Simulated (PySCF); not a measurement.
**BiBr and its ions**

UHF-CCSD(T); PySCF, scalar-relativistic core potentials, basis sets Bi def2-SVP with ECP60, Br def2-SVP. Neutral (UHF): triplet (π ↑↑), Re = 2.640 Å, ωe = 220 cm⁻¹, De = 2.09 eV.

BiBr⁺ (UHF): doublet (π ↑), Re = 2.528 Å, ωe = 261 cm⁻¹. The energies at the minima are -2786.03914 hartree for BiBr and -2785.74263 for BiBr⁺.

Task: Work out the adiabatic ionisation energy, without and with harmonic zero-point energies (1 hartree = 27.2114 eV, 1 eV = 8065.5 cm⁻¹), and the change of the bond length.

Result: At UHF-CCSD(T): 0.29651 hartree = 8.068 eV between the minima; the zero-point term (261.0 − 220.0)/2 cm⁻¹ = +0.003 eV makes it 8.071 eV. Re changes by -11.2 pm against the neutral. The electron leaves a π orbital, and the shorter bond of the ion fits an antibonding orbital, or a change in how ionic the bond is.

Correlated steps freeze 13 core orbitals. Correlated levels converge slowly with the basis: in double zeta they bind strong bonds too weakly, by up to about 1 eV, and carry superposition errors of some tenths. Spin–orbit coupling is left out, which matters for elements this heavy, above all for dissociation energies. States were picked by a PBE0 search and need not be the measured ground states.
